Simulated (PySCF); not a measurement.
Compound: C6H8OSi.
Numbering: `[cH:1]1[cH:2][o:3][c:4]([SiH:5]2[CH2:6][CH2:7]2)[cH:8]1` (hydrogens: H9 on C1; H10 on C2; H11 on Si5; H12, H13 on C6; H14, H15 on C7; H16 on C8)

Cartesian coordinates in Å at the PBE0-D3(BJ)/def2-SVP level; atoms count from 1:
```
atom  x, y, z in Å
C1     2.735   -0.546    0.333
C2     2.805    0.650   -0.321
O3     1.589    1.208   -0.419
C4     0.689    0.375    0.180
Si5   -1.105    0.837    0.192
C6    -2.267    0.039   -1.020
C7    -2.326   -0.544    0.405
C8     1.359   -0.723    0.662
H9     3.564   -1.213    0.556
H10    3.629    1.211   -0.756
H11   -1.421    2.190    0.710
H12   -1.847   -0.610   -1.797
H13   -3.149    0.591   -1.364
H14   -1.959   -1.569    0.531
H15   -3.245   -0.361    0.973
H16    0.910   -1.557    1.197
```

Level: B3LYP/def2-SVPD in PySCF, non-relativistic, on one gas-phase PBE0-D3(BJ)/def2-SVP geometry that isn't relaxed in the solvent. The solvent is an IEF-PCM continuum (Bondi radii, 1.10 Å for H, scaled by 1.2), and excitations are vertical TDDFT with non-equilibrium linear response and a frozen core. Specific hydrogen bonds and non-electrostatic terms are outside this model.

Gas-phase singlets (H = HOMO, L = LUMO):

```json
{"state": "S1", "E (eV)": "5.076", "λ (nm)": "244", "f": "0.202", "leading configurations": "H→L 88%, H-1→L 9%"}
{"state": "S2", "E (eV)": "5.729", "λ (nm)": "216", "f": "0.143", "leading configurations": "H→L+1 50%, H-1→L 41%"}
{"state": "S3", "E (eV)": "5.979", "λ (nm)": "207", "f": "0.043", "leading configurations": "H→L+1 34%, H-1→L 34%, H→L+2 22%"}
{"state": "S4", "E (eV)": "6.044", "λ (nm)": "205", "f": "0.008", "leading configurations": "H→L+2 73%, H-1→L 10%"}
{"state": "S5", "E (eV)": "6.352", "λ (nm)": "195", "f": "0.014", "leading configurations": "H→L+3 46%, H-2→L 30%"}
```

What are the lowest 5 singlets in benzene (ε = 2.271)?

```tsv
state	E (eV)	λ (nm)	f	leading configurations	change by rank (eV)
S1	5.013	247	0.299	H→L 93%	-0.063
S2	5.680	218	0.166	H-1→L 51%, H→L+1 42%	-0.049
S3	5.939	209	0.054	H→L+1 51%, H-1→L 38%	-0.040
S4	6.035	205	0.001	H→L+2 94%	-0.009
S5	6.348	195	0.019	H→L+3 60%, H-2→L 23%	-0.004
```

The ground-state energy changes by -0.053 eV from gas to benzene. By how much does the total energy of gas-phase S1 change?

E(S1) = E(S0) + excitation energy, so it changes by -0.053 − 0.063 = -0.116 eV: it is lowered more than the ground state, which is what a red shift means. This is the vertical state, with the slow part of the continuum still set for S0.

How do the frontier levels move from gas to benzene?

```
orbital  gas (eV)  solvent (eV)  change (eV)                   Löwdin shares, gas               Löwdin shares, solvent
 LUMO+2      0.59          0.64        +0.05  Si5 15 %, C1 12 %, C8 11 %, C2 11 %  Si5 18 %, C1 11 %, C8 11 %, C2 10 %
 LUMO+1      0.36          0.38        +0.02  Si5 27 %, C7 13 %, H11 12 %, O3 8 %  Si5 28 %, C7 12 %, H11 12 %, O3 9 %
   LUMO     -0.65         -0.62        +0.03   C4 18 %, C2 16 %, O3 15 %, C8 15 %   C4 18 %, C2 16 %, C8 15 %, O3 15 %
   HOMO     -6.27         -6.25        +0.02  C6 18 %, Si5 15 %, C4 13 %, C2 13 %  C6 18 %, Si5 15 %, C4 14 %, C2 13 %
 HOMO-1     -7.03         -7.00        +0.03  C4 17 %, Si5 17 %, C7 15 %, C2 13 %  Si5 17 %, C4 17 %, C7 15 %, C2 13 %
 HOMO-2     -8.00         -7.98        +0.02    C8 27 %, C1 27 %, O3 24 %, C4 8 %    C8 27 %, C1 27 %, O3 24 %, C4 8 %
 HOMO-3     -8.31         -8.29        +0.02   C6 32 %, C7 31 %, Si5 13 %, C4 5 %   C6 32 %, C7 31 %, Si5 13 %, C4 5 %
```

The HOMO–LUMO gap goes from 5.62 to 5.62 eV.

Time: 75 s; peak memory 1.1 GiB. Hardware: an Arm Neoverse N1 with one thread, shared host. This is the whole response run at B3LYP/def2-SVPD in benzene, SCF included.
